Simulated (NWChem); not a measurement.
ZrH2Cl2; SMILES [Cl][ZrH2][Cl]

```xyz
5

Zr     0.0000     0.0000    -0.5166
Cl     1.9782     0.0000     0.7009
Cl    -1.9782     0.0000     0.7009
H      0.0000    -1.4936    -1.5818
H      0.0000     1.4936    -1.5818
```
Atoms are numbered in this order, from 1.

All runs use the structure optimised with PBE0/def2-SVP. No frequency run checked for a minimum. def2 effective core potentials on Zr; no spin-orbit coupling.

Symmetry labels are those of C2v in the frame above (b1 and b2, or b-type labels, depend on it).

### Question
List the 4 lowest vertical singlet excitations from B3LYP/def2-SVPD with def2 effective core potentials on Zr, TDA (NWChem).

### Answer
| state | energy (eV) | oscillator strength | symmetry | leading excitation (squared amplitude) |
|---|---|---|---|---|
| S1 | 4.03 | 0.000 | b2 | HOMO → LUMO (0.99) |
| S2 | 4.51 | 0.001 | b1 | HOMO → LUMO+1 (0.98) |
| S3 | 4.72 | 0.017 | a1 | HOMO−1 → LUMO (0.97) |
| S4 | 4.75 | 0.000 | a2 | HOMO−1 → LUMO+1 (0.97) |
